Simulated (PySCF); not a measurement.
One of the candidates below gave these computed data.

All candidates are C5H6F2O2.

| technique | computed result |
| --- | --- |
| Rotational structure | rotational constants A, B, C: 2.604, 1.310, 1.304 GHz [GFN2-xTB] |
| UV, first state | lowest singlet excitation: 7.95 eV (156 nm, f = 0.002) [TDDFT CAM-B3LYP/def2-SVPD] |
| 13C NMR | chemical shifts (computed TMS as zero) by class: 118.6 (1 C), 116.0 (1 C), 75.3 (1 C), 72.5 (1 C), 54.2 (1 C) ppm [GIAO PBE0/pcSseg-1] |
| NMR, other nuclei | isotropic shieldings of nuclei other than C and H, by class: 247 (1 O), 251 (1 O), 304 (1 F), 311 (1 F) ppm [GIAO PBE0/pcSseg-1] |
| UV, strongest line | among the 8 lowest singlet transitions: S4 at 8.54 eV (145 nm, f = 0.026) [TDDFT CAM-B3LYP/def2-SVPD] |
| Dipole | 2.60 D [CAM-B3LYP/def2-SVPD] |
| 1H NMR | chemical shifts (computed TMS as zero) by class: 6.35 (1 H), 6.13 (1 H), 5.21 (1 H), 4.89 (1 H), 4.78 (1 H), 4.52 (1 H) ppm [GIAO PBE0/pcSseg-1] |
| Triplet | lowest triplet excitation (Tamm–Dancoff): 7.60 eV [TDA CAM-B3LYP/def2-SVPD] |

The electronic properties come from PySCF, for the isolated species, density fitting. Levels stand in brackets. Geometry: GFN2-xTB; no solvent, vibrations or thermal averaging. Each NMR value is the plain mean over a class of atoms that symmetry, rotation or inversion makes alike.

Problem. Which candidate is it?
A. `FC(F)OC1=COCC1`
B. `F[C@@H]1OC[C@@]12CO[C@@H]2F`
C. `CC(C)(C(=O)F)C(=O)F`
D. `FC(F)OC1=CCOC1`
E. `CO[C@]1(F)COC=C1F`

Solution. B. It is `F[C@@H]1OC[C@@]12CO[C@@H]2F`. Numbering: `[F:1][C@@H:2]1[O:3][CH2:4][C@@:5]12[CH2:6][O:7][C@@H:8]2[F:9]`. Its formula, C5H6F2O2, gives 2 degrees of unsaturation: 2 rings and 0 π bonds in the structure found. 5 carbons fall into 5 classes; from least to most shielded: sp3 C–F carbon [C2] (118.6 ppm), sp3 C–F carbon [C8] (116.0 ppm), ring sp3 carbon bound to oxygen [C6] (75.3 ppm), ring sp3 carbon bound to oxygen [C4] (72.5 ppm), sp3 carbon at a ring junction [C5] (54.2 ppm). Hydrogen classes from least to most shielded: 1 H on an sp3 C–F carbon, C8 (6.35 ppm), 1 H on an sp3 C–F carbon, C2 (6.13 ppm), 1 H on an sp3 carbon bound to oxygen, C4 (5.21 ppm), 1 H on an sp3 carbon bound to oxygen, C6 (4.89 ppm), 1 H on an sp3 carbon bound to oxygen, C6 (4.78 ppm), 1 H on an sp3 carbon bound to oxygen, C4 (4.52 ppm). The other shieldings belong to: 247 ppm, cyclic ether oxygen [O7]; 251 ppm, cyclic ether oxygen [O3]; 304 ppm, alkyl fluorine [F1]; 311 ppm, alkyl fluorine [F9]. The optimised geometry has point group C1 and is an asymmetric top.

The others, at the same levels:
- `FC(F)OC1=COCC1` fails: its computed 13C shifts are 141.2 (1 C), 133.3 (1 C), 122.7 (1 C), 69.3 (1 C), 34.4 (1 C) ppm, 1H shifts are 6.40 (1 H), 6.08 (1 H), 4.60 (2 H), 3.17 (2 H) ppm and rotational constant A is 4.386 GHz (against 2.604 GHz).
- `CC(C)(C(=O)F)C(=O)F` fails: it has 3 carbon classes against 5; its computed 13C shifts are 170.5 (2 C), 51.2 (1 C), 24.2 (2 C) ppm, 1H shifts are 1.67 (6 H) ppm and rotational constant A is 2.098 GHz (against 2.604 GHz).
- `FC(F)OC1=CCOC1` fails: its computed 13C shifts are 157.1 (1 C), 122.9 (1 C), 104.5 (1 C), 80.5 (1 C), 77.5 (1 C) ppm, 1H shifts are 6.69 (1 H), 5.18 (2 H), 5.00 (2 H), 4.96 (1 H) ppm and rotational constant A is 4.451 GHz (against 2.604 GHz).
- `CO[C@]1(F)COC=C1F` fails: its computed 13C shifts are 158.1 (1 C), 144.6 (1 C), 123.0 (1 C), 83.2 (1 C), 55.6 (1 C) ppm, 1H shifts are 6.84 (1 H), 4.66 (1 H), 4.43 (1 H), 3.95 (3 H) ppm and lowest singlet excitation is 6.31 eV (196 nm, f = 0.158) (against 7.95 eV).

Each candidate is one conformer, not necessarily the lowest. The conformers computed, where there is a choice (atom-mapped SMILES and torsion angles):
- `[F:1][CH:2]([F:3])[O:4][C:5]1=[CH:6][O:7][CH2:8][CH2:9]1`: F1–C2–O4–C5 -169°, C2–O4–C5–C6 -14°
- `[CH3:1][C:2]([CH3:3])([C:4](=[O:5])[F:6])[C:7](=[O:8])[F:9]`: C1–C2–C4–O5 8°, C1–C2–C7–O8 -113°
- `[F:1][CH:2]([F:3])[O:4][C:5]1=[CH:6][CH2:7][O:8][CH2:9]1`: F1–C2–O4–C5 170°, C2–O4–C5–C6 8°
- `[CH3:1][O:2][C@:3]1([F:4])[CH2:5][O:6][CH:7]=[C:8]1[F:9]`: C1–O2–C3–F4 -63°
